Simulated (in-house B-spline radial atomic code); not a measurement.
# Ionising Sn3+ with different functionals

Computed with a radial B-spline atomic code at the basis-set limit: four-component Dirac-Coulomb Hamiltonian, Fermi nucleus of rms radius 4.6519 fm, spin-restricted, spherical fractional occupations for the functionals, and exact exchange of hybrids averaged over the configuration. The ionisation energy is the difference of two self-consistent energies, [Kr] 4d10 5s1 → [Kr] 4d10, without Breit or QED terms; ε is the level of the shell that loses the electron (mean over j).

```tsv
method	rung	ΔSCF (eV)	-ε(5s) (eV)
PBE0	global hybrid	40.81	37.02
HSE06	range-separated hybrid	40.84	36.66
LC-wPBE	range-separated hybrid	40.64	39.64
CAM-B3LYP	range-separated hybrid	41.25	38.77
```

Q: Among the functionals, which spreads more, the ΔSCF values or the orbital energies?

A: The orbital energies: ΔSCF values span about 0.62 eV and the orbital energies 2.98 eV; here energy differences depend much less on the functional than eigenvalues do.

Q: How do they compare with the NIST value?

A: NIST lists 40.74 eV ± 0.04 (measured, ground level to ground level). Errors run from -0.10 to +0.51 eV; PBE0 is closest (+0.07 eV), though others lie within the uncertainty of it, and part of that can be cancellation, since the calculations leave out Breit-QED terms, spin polarisation.
